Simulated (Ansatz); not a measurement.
Ideal-gas functions of ClFH3Si2 (`F[SiH][SiH2]Cl`) radical at 800 K and 1 bar, from an Ansatz frequency run at PBE0-D4/def2-TZVP.

Molar mass 113.65 g/mol, point group C1 (symmetry number 1), electronic degeneracy 2, moments of inertia 49.863, 366.185, 407.614 u Å². Harmonic wavenumbers (cm⁻¹, unscaled): 49, 88, 192, 388, 437, 545, 591, 670, 755, 802, 871, 942, 2186, 2217, 2243.

Use S(trans) = R[1.5 ln M + 2.5 ln T − 1.1517]; rotational temperatures θ = 24.2544 K / I; S(rot) = R[ln(√π/σ · √(T³/θAθBθC)) + 1.5]; for each mode x = 1.438777 ν̃/T, S = R[x/(eˣ − 1) − ln(1 − e⁻ˣ)] and H = RT x/(eˣ − 1); 1 cm⁻¹ = 0.0119627 kJ/mol; R = 8.31446 J/(mol·K).

Task: By hand: the entropy, in J/(mol·K).

Result: Translation 188.4. Rotation: θ = 0.4864, 0.0662, 0.0595 K, giving 126.6. Vibration, mode by mode: 28.51, 23.65, 17.20, 11.47, 10.53, 8.81, 8.19, 7.25, 6.38, 5.95, 5.38, 4.86, 0.82, 0.78, 0.75, in all 140.5. Electronic 5.8. Sum 461.3 J/(mol·K).

Task: By hand: H − E and G − E in kJ/mol, counted from the electronic energy.

Result: Zero-point energy ½ × 12976 × 0.0119627 = 77.6; thermal vibration 51.0; translation, rotation and pV give 4 RT = 26.6. H − E = 155.2 kJ/mol, and G − E = 155.2 − 800 × 461.3/1000 = -213.8 kJ/mol.

Vibration gives 30 % of the entropy, 52.2 J/(mol·K) of it from the modes under 150 cm⁻¹: soft modes count most, and the harmonic formula is weakest for them. The sum counts one conformer and one mirror image; others add a mixing term.
